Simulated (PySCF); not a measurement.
Static response to an electric field

Compound: C6H5F.
Geometry (GFN2-xTB, Å), atoms numbered from 1 in this order:
```xyz
12
C6H5F angstrom
F      1.0145    2.4673   -0.2496
C      0.8105    1.1639   -0.0437
C      1.3900    0.0525   -0.4787
C      0.4043   -0.8271    0.2670
C     -0.8945   -1.0697   -0.4735
C     -1.4633    0.0545   -0.0531
C     -0.2642    0.4914    0.7643
H      2.1991   -0.1814   -1.1404
H      0.7890   -1.5901    0.9319
H     -1.1846   -1.8675   -1.1295
H     -2.4027    0.5437   -0.2256
H     -0.3968    0.7618    1.8048
```

Level: PBE0/def2-SVPD (PySCF), static field, nuclei fixed, core orbitals frozen in the response. The polarisability tensor in these axes (au):

```
x   64.82 -0.22 -2.41
y   -0.22 66.93  4.51
z   -2.41  4.51 51.54
```

Q: Diagonalise the tensor; give its mean and Δα, where Δα² is half the sum of the squared differences of the eigenvalues.

A: Principal values 49.97, 64.95 and 68.37 au; mean 61.10 au = 9.05 Å³ = 10.07 × 10⁻⁴⁰ C²·m²/J; Δα = 16.95 au (28 % of the mean).

Q: What is the dipole moment, and where does it point?

A: (-0.45, -1.51, 0.24) D, 1.60 D in size, pointing from the negative to the positive side. Measured along this direction, the outermost atoms are F1 at the negative end and H10 at the positive end.

Q: Find the Langevin capture rate constant for NO+ (29.998 u) meeting this molecule (96.038 u), k = 2.342 × 10⁻⁹ cm³/s × √(α in Å³ / reduced mass in u).

A: The reduced mass is 22.86 u, so k = 1.47 × 10⁻⁹ cm³/s. The formula leaves out the permanent dipole, which adds to the capture rate.

Q: Give the principal axes and the span of the nuclei along them.

A: Largest value along (-0.25, 0.93, 0.28), where the nuclei span 3.71 Å; middle along (0.96, 0.28, -0.08), 4.27 Å; least along (0.15, -0.25, 0.96), 2.26 Å. The strongest response doesn't lie along the longest of the three spans.

Q: Estimate the molar refractivity from the static electronic polarisability.

A: Lorentz–Lorenz: R = (4π/3)N_A α = 2.5225 cm³/(mol·Å³) × 9.05 Å³ = 22.8 cm³/mol, in the limit of long wavelengths.

Isolated species at its GFN2-xTB geometry, gas phase.
